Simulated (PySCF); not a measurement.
PySCF job for BF2, SMILES F[B]F (connectivity only; charge and spin as stated), charge +1, multiplicity 1, ADC(2)/aug-cc-pVDZ. Coordinates come from a PBE0-D3(BJ)/def2-TZVP optimisation. The multiplicity is an assumed one; other spin states were not compared. The isomer is the one that the SMILES or the coordinates give; other isomers of the formula were not compared.

```python
import numpy as np
from pyscf import gto, scf, dft, adc

mol = gto.M(
    atom='''
    F     0.00000000    0.00000000   -1.22644448
    B     0.00000000    0.00000000    0.00000000
    F     0.00000000    0.00000000    1.22644448
    ''',
    basis='aug-cc-pVDZ',
    charge=1,
    spin=0,
    max_memory=1600,
    verbose=4,
)
mf = scf.RHF(mol)
mf.conv_tol = 1e-10
mf.max_cycle = 100
mf.kernel()
res = {}
for kind, nroots in (('ee', 6), ('ip', 6), ('ea', 2)):
    a = adc.ADC(mf).density_fit('aug-cc-pvdz-ri')
    a.method, a.method_type = 'adc(2)', kind
    e, v, p, x = a.kernel(nroots=nroots)
    res[kind] = (e * 27.211386245988, p)
a = adc.ADC(mf).density_fit('aug-cc-pvdz-ri')
a.method, a.method_type, a.ncvs = 'adc(2)-x', 'ip', 3
e, v, p, x = a.kernel(nroots=3)
res['core ip, CVS-ADC(2)-x'] = (e * 27.211386245988, p)
for kind, (e, p) in res.items():
    print(kind, 'energies / eV', np.round(e, 3), 'strengths', np.round(p, 4))
```

Log of the run:

```
PySCF version 2.14.0

[INPUT] verbose = 4
[INPUT] num. atoms = 3
[INPUT] num. electrons = 22
[INPUT] charge = 1
[INPUT] spin (= nelec alpha-beta = 2S) = 0
[INPUT] symmetry False subgroup None
[INPUT] Mole.unit = angstrom
[INPUT] Symbol           X                Y                Z      unit          X                Y                Z       unit  Magmom
[INPUT]  1 F      0.000000000000   0.000000000000  -1.226444480000 AA    0.000000000000   0.000000000000  -2.317644174185 Bohr   0.0
[INPUT]  2 B      0.000000000000   0.000000000000   0.000000000000 AA    0.000000000000   0.000000000000   0.000000000000 Bohr   0.0
[INPUT]  3 F      0.000000000000   0.000000000000   1.226444480000 AA    0.000000000000   0.000000000000   2.317644174185 Bohr   0.0

nuclear repulsion = 56.3071766812143
number of shells = 24
number of NR pGTOs = 105
number of NR cGTOs = 69
basis = aug-cc-pVDZ
ecp = {}


[settings echo left out]
init E= -224.12030979367
  HOMO = -0.707520380068778  LUMO = -0.0302413299757038  gap/eV = 18.42970
cycle= 1 E= -223.225438925198  delta_E= 0.895  |g|= 0.611  |ddm|= 2.01
  HOMO = -1.04840937716244  LUMO = -0.228729390969052  gap/eV = 22.30463
cycle= 2 E= -223.308045596158  delta_E= -0.0826  |g|= 0.236  |ddm|= 0.788
  HOMO = -1.06525538050673  LUMO = -0.197337282664543  gap/eV = 23.61725
cycle= 3 E= -223.316508115437  delta_E= -0.00846  |g|= 0.0702  |ddm|= 0.256
  HOMO = -1.04173845602363  LUMO = -0.189727077091199  gap/eV = 23.18441
cycle= 4 E= -223.317275547149  delta_E= -0.000767  |g|= 0.00884  |ddm|= 0.0653
  HOMO = -1.04192144305766  LUMO = -0.189642360497577  gap/eV = 23.19170
cycle= 5 E= -223.31731129762  delta_E= -3.58e-05  |g|= 0.00229  |ddm|= 0.0179
  HOMO = -1.04175695281483  LUMO = -0.189818789712043  gap/eV = 23.18242
cycle= 6 E= -223.317314516741  delta_E= -3.22e-06  |g|= 0.000521  |ddm|= 0.00454
  HOMO = -1.04174125811176  LUMO = -0.189814521844232  gap/eV = 23.18211
cycle= 7 E= -223.317314646258  delta_E= -1.3e-07  |g|= 4.76e-05  |ddm|= 0.00148
  HOMO = -1.04174064737831  LUMO = -0.189814033403569  gap/eV = 23.18210
cycle= 8 E= -223.317314646828  delta_E= -5.7e-10  |g|= 4.05e-06  |ddm|= 0.000186
  HOMO = -1.04174003360284  LUMO = -0.189813590218677  gap/eV = 23.18210
cycle= 9 E= -223.317314646835  delta_E= -6.93e-12  |g|= 5.78e-07  |ddm|= 7.17e-06
  HOMO = -1.04174014418439  LUMO = -0.189813610842894  gap/eV = 23.18210
Extra cycle  E= -223.317314646835  delta_E= -5.68e-13  |g|= 2.92e-07  |ddm|= 1.94e-06
converged SCF energy = -223.317314646835

******** <class 'pyscf.adc.radc.RADC'> ********
******** ADC Orbital Information ********
Number of Frozen Occupied Orbitals: 0
Number of Frozen Virtual Orbitals: 0
Number of Active Occupied Orbitals: 11
Number of Active Virtual Orbitals: 58
*****************************************
******** <class 'pyscf.df.df.DF'> ********
auxbasis = aug-cc-pvdz-ri
Reference correlation energy (doubles): -0.47000327
MP2 correlation energy of reference state (a.u.) = -0.47000327

******** <class 'pyscf.adc.radc_ee.RADCEE'> ********
max_space = 12
max_cycle = 50
conv_tol = 1e-08

*************************************************************
        ADC calculation summary (singlet states only)
*************************************************************
adc(2) root 0  |  Energy (Eh) =   0.4415610279  |  Energy (eV) =  12.01548758  |  Osc. strength = 0.00000000  |  conv = True
adc(2) root 1  |  Energy (Eh) =   0.4415610279  |  Energy (eV) =  12.01548758  |  Osc. strength = 0.00000000  |  conv = True
adc(2) root 2  |  Energy (Eh) =   0.4545388949  |  Energy (eV) =  12.36863333  |  Osc. strength = 0.00000000  |  conv = True
adc(2) root 3  |  Energy (Eh) =   0.4563695577  |  Energy (eV) =  12.41844820  |  Osc. strength = 0.00000000  |  conv = True
adc(2) root 4  |  Energy (Eh) =   0.5038412639  |  Energy (eV) =  13.71021913  |  Osc. strength = 0.49656111  |  conv = True
adc(2) root 5  |  Energy (Eh) =   0.5147245819  |  Energy (eV) =  14.00636929  |  Osc. strength = 0.13501690  |  conv = True

******** <class 'pyscf.adc.radc.RADC'> ********
******** ADC Orbital Information ********
Number of Frozen Occupied Orbitals: 0
Number of Frozen Virtual Orbitals: 0
Number of Active Occupied Orbitals: 11
Number of Active Virtual Orbitals: 58
*****************************************
******** <class 'pyscf.df.df.DF'> ********
auxbasis = aug-cc-pvdz-ri
Reference correlation energy (doubles): -0.47000327
MP2 correlation energy of reference state (a.u.) = -0.47000327

******** <class 'pyscf.adc.radc_ip.RADCIP'> ********
max_space = 12
max_cycle = 50
conv_tol = 1e-08

*************************************************************
        ADC calculation summary (doublet states only)
*************************************************************
adc(2) root 0  |  Energy (Eh) =   0.9261876793  |  Energy (eV) =  25.20285047  |  Spec. factor = 1.77474995  |  conv = True
adc(2) root 1  |  Energy (Eh) =   0.9261876793  |  Energy (eV) =  25.20285047  |  Spec. factor = 1.77474995  |  conv = True
adc(2) root 2  |  Energy (Eh) =   0.9911541875  |  Energy (eV) =  26.97067920  |  Spec. factor = 1.78453879  |  conv = True
adc(2) root 3  |  Energy (Eh) =   0.9911541875  |  Energy (eV) =  26.97067920  |  Spec. factor = 1.78453879  |  conv = True
adc(2) root 4  |  Energy (Eh) =   1.0492770722  |  Energy (eV) =  28.55228345  |  Spec. factor = 1.76792484  |  conv = True
adc(2) root 5  |  Energy (Eh) =   1.0630936775  |  Energy (eV) =  28.92825243  |  Spec. factor = 1.77658415  |  conv = True

******** <class 'pyscf.adc.radc.RADC'> ********
******** ADC Orbital Information ********
Number of Frozen Occupied Orbitals: 0
Number of Frozen Virtual Orbitals: 0
Number of Active Occupied Orbitals: 11
Number of Active Virtual Orbitals: 58
*****************************************
******** <class 'pyscf.df.df.DF'> ********
auxbasis = aug-cc-pvdz-ri
Reference correlation energy (doubles): -0.47000327
MP2 correlation energy of reference state (a.u.) = -0.47000327

******** <class 'pyscf.adc.radc_ea.RADCEA'> ********
max_space = 12
max_cycle = 50
conv_tol = 1e-08

*************************************************************
        ADC calculation summary (doublet states only)
*************************************************************
adc(2) root 0  |  Energy (Eh) =  -0.2171405786  |  Energy (eV) =  -5.90869610  |  Spec. factor = 1.95085308  |  conv = True
adc(2) root 1  |  Energy (Eh) =  -0.1713357974  |  Energy (eV) =  -4.66228452  |  Spec. factor = 1.92919239  |  conv = True

******** <class 'pyscf.adc.radc.RADC'> ********
******** ADC Orbital Information ********
Number of Frozen Occupied Orbitals: 0
Number of Frozen Virtual Orbitals: 0
Number of Active Occupied Orbitals: 11
Number of Active Virtual Orbitals: 58
*****************************************
******** <class 'pyscf.df.df.DF'> ********
auxbasis = aug-cc-pvdz-ri
Reference correlation energy (doubles): -0.47000327
MP2 correlation energy of reference state (a.u.) = -0.47000327

******** <class 'pyscf.adc.radc_ip_cvs.RADCIPCVS'> ********
max_space = 12
max_cycle = 50
conv_tol = 1e-08

*************************************************************
        ADC calculation summary (doublet states only)
*************************************************************
adc(2)-x root 0  |  Energy (Eh) =   7.9462712813  |  Energy (eV) = 216.22905525  |  Spec. factor = 1.68707496  |  conv = True
adc(2)-x root 1  |  Energy (Eh) =   8.4734670504  |  Energy (eV) = 230.57478284  |  Spec. factor = 0.00791920  |  conv = True
adc(2)-x root 2  |  Energy (Eh) =   8.5285442745  |  Energy (eV) = 232.07351044  |  Spec. factor = 0.00000016  |  conv = True
ee energies / eV [12.015 12.015 12.369 12.418 13.71  14.006] strengths [0.     0.     0.     0.     0.4966 0.135 ]
ip energies / eV [25.203 25.203 26.971 26.971 28.552 28.928] strengths [1.7747 1.7747 1.7845 1.7845 1.7679 1.7766]
ea energies / eV [-5.909 -4.662] strengths [1.9509 1.9292]
core ip, CVS-ADC(2)-x energies / eV [216.229 230.575 232.074] strengths [1.6871 0.0079 0.    ]
```

The run converged.

Cost: around 50 core-seconds (rough).
